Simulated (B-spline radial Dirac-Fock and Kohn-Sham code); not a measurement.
## Two-hole binding energies of Tb²⁸⁺

System: the Tb²⁸⁺ ion, [Kr] 4d1.

Model: Dirac-Fock (average of configuration) total-energy differences with a finite nucleus, the Breit interaction including its frequency dependence, and self-energy and vacuum-polarisation corrections. Program: a radial finite-basis atomic code. U is the two-hole binding energy less the two single-hole energies, the effective repulsion of the holes after relaxation. Each two-hole energy is an average over J within one jj subconfiguration.

```
          holes  E(a) (eV)  E(b) (eV)  E(ab) (eV)  U (eV)
           1s⁻²    53002.9    53002.9           ?       ?
   1s⁻¹ 2p3/2⁻¹    53002.9     8523.6     61855.9   329.4
   1s⁻¹ 3p1/2⁻¹    53002.9     2743.3     55884.6   138.4
   1s⁻¹ 3d5/2⁻¹    53002.9     2216.9     55341.2   121.4
   2s⁻¹ 2p1/2⁻¹     9722.1     9262.1     19200.2   216.0
        2p1/2⁻²     9262.1     9262.1     18800.8   276.7
   2s⁻¹ 2p3/2⁻¹     9722.1     8523.6     18452.8   207.2
        2p3/2⁻²     8523.6     8523.6     17288.5   241.4
   2s⁻¹ 3d5/2⁻¹     9722.1     2216.9     12058.5   119.5
2p1/2⁻¹ 3p3/2⁻¹     9262.1     2584.7     11962.2   115.4
   2p3/2⁻¹ 3s⁻¹     8523.6     2940.6     11576.3   112.1
2p3/2⁻¹ 3p1/2⁻¹     8523.6     2743.3     11385.9   119.0
        3p1/2⁻²     2743.3     2743.3      5582.7    96.1
        3p3/2⁻²     2584.7     2584.7      5257.4    88.1
```

Problem. Give the missing two-hole energy and U.

Solution. E(ab) = 107195.0 eV and U = 1189.3 eV.

Values without a named source are computed, but for edge energies of neutral atoms, which are taken from tables.
